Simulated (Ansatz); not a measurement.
Steps of a relaxation of `C#[C][Ti]([Cl])([C]#C)[C]#C` with RKS PBE0-D4/def2-TZVP.

```sh
$ ansatz run in.yaml --threads 4 --pin off --events-out ev --progress --plain --max-ram 11315MiB
```

```yaml
crystal:
  periodic: [false, false, false]
  atoms:
    - {symbol: C, position_ang: [-0.840605, 0.252744, 2.932049]}
    - {symbol: C, position_ang: [-0.780573, 0.182837, 1.694247]}
    - {symbol: Ti, position_ang: [-0.655695, 0.067097, -0.305660]}
    - {symbol: Cl, position_ang: [-2.628226, 0.286330, -1.216771]}
    - {symbol: C, position_ang: [0.579503, 1.515442, -0.941989]}
    - {symbol: C, position_ang: [1.350704, 2.409676, -1.324395]}
    - {symbol: C, position_ang: [0.149513, -1.708155, -0.783738]}
    - {symbol: C, position_ang: [0.655405, -2.804600, -1.070925]}
    - {symbol: H, position_ang: [-0.890559, 0.314209, 4.013754]}
    - {symbol: H, position_ang: [2.026997, 3.189820, -1.656316]}
    - {symbol: H, position_ang: [1.098936, -3.762499, -1.319655]}
basis:
  gaussian: {orbitals: def2-TZVP}
hamiltonian: {xc: pbe0, dispersion: d4}
relax: {f_tol: 0.005, max_steps: 150}
```

Positions (Å) and forces (eV/Å) along the path, 3 of 3 steps:

```xyz
11
step=1 energy=-41889.8780 eV
C    -0.841    0.253    2.932    0.075   -0.090   -1.645
C    -0.781    0.183    1.694   -0.095    0.120    2.163
Ti   -0.656    0.067   -0.306   -0.127    0.016   -0.059
Cl   -2.628    0.286   -1.217    0.216   -0.024    0.102
C     0.580    1.515   -0.942    1.355    1.559   -0.662
C     1.351    2.410   -1.324   -1.028   -1.190    0.508
C     0.150   -1.708   -0.784    0.892   -1.912   -0.497
C     0.655   -2.805   -1.071   -0.678    1.456    0.382
H    -0.891    0.314    4.014    0.031   -0.037   -0.627
H     2.027    3.190   -1.656   -0.389   -0.451    0.191
H     1.099   -3.762   -1.320   -0.253    0.554    0.143
11
step=2 energy=-41889.9835 eV
C    -0.834    0.250    2.906   -0.007    0.006    0.066
C    -0.774    0.182    1.692   -0.005    0.006    0.112
Ti   -0.651    0.067   -0.303   -0.028    0.003   -0.014
Cl   -2.612    0.285   -1.207    0.015   -0.002    0.008
C     0.583    1.510   -0.937    0.069    0.082   -0.035
C     1.339    2.387   -1.313    0.041    0.048   -0.021
C     0.154   -1.703   -0.779    0.045   -0.099   -0.027
C     0.650   -2.778   -1.062    0.024   -0.060   -0.015
H    -0.884    0.311    3.975    0.009   -0.010   -0.162
H     2.007    3.157   -1.642   -0.100   -0.117    0.050
H     1.088   -3.724   -1.309   -0.063    0.144    0.037
11
step=3 energy=-41889.9847 eV
C    -0.835    0.250    2.906   -0.003    0.002    0.003
C    -0.775    0.182    1.694    0.001   -0.001   -0.002
Ti   -0.650    0.067   -0.302   -0.003    0.000   -0.002
Cl   -2.611    0.284   -1.205    0.003    0.000    0.002
C     0.584    1.511   -0.937   -0.003    0.000    0.001
C     1.339    2.386   -1.314    0.002    0.003   -0.002
C     0.154   -1.704   -0.780   -0.002    0.002    0.000
C     0.650   -2.778   -1.062   -0.001   -0.004   -0.001
H    -0.885    0.310    3.971    0.001   -0.001    0.002
H     2.005    3.153   -1.642    0.002    0.001   -0.001
H     1.088   -3.720   -1.308    0.003   -0.001    0.000
```

Run time 42 s (4 threads of an Arm Neoverse V2 on a shared host); peak host memory 1.1 GiB.
